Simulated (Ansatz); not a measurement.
Z-matrix (Å, degrees):
```
B
Cl 1 1.816
O 1 1.521 2 107.9
O 1 1.521 2 108.0 3 115.2
F 1 1.337 2 116.2 3 -122.4
C 3 1.265 1 121.3 2 90.3
C 4 1.265 1 121.3 2 -90.2
C 6 1.529 3 113.8 1 -171.4
C 6 1.383 3 124.4 1 10.9
C 7 1.529 4 113.9 1 171.5
F 8 1.330 6 110.9 3 180.0
F 8 1.327 6 109.8 3 -60.0
F 8 1.325 6 109.9 3 59.9
H 9 1.077 6 122.1 3 179.9
F 10 1.327 7 109.8 4 60.4
F 10 1.330 7 110.9 4 -179.6
F 10 1.325 7 109.9 4 -59.4
```

Charge 0, multiplicity 1.

Question: List the ωB97M-V/def2-TZVPP orbital energies in eV (Ansatz 0.2.0). (Best estimate.)

Answer: Computed: Occupied: -2771.45, -679.84, -679.84, -679.73, -679.73, -679.71, -679.71, -677.39, -528.96, -528.96, -289.72, -289.72, -286.45, -286.45, -283.41, -261.87, -199.34, -199.22, -199.21, -191.60, -40.89, -40.89, -38.45, -38.45, -38.38, -38.38, -36.57, -35.40, -34.60, -27.40, -25.65, -25.59, -24.52, -22.62, -22.31, -20.92, -20.88, -20.66, -20.63, -20.44, -20.02, -19.08, -18.31, -17.86, -17.28, -17.25, -17.08, -17.04, -17.02, -16.39, -16.20, -16.13, -16.05, -15.65, -15.52, -15.46, -15.45, -15.39, -15.27, -14.70, -14.64, -13.08, -12.92, -11.46, -11.27, -11.16. Lowest empty: -1.92, 1.88, 2.50, 3.34, 3.99, 4.09, 4.15, 4.44.
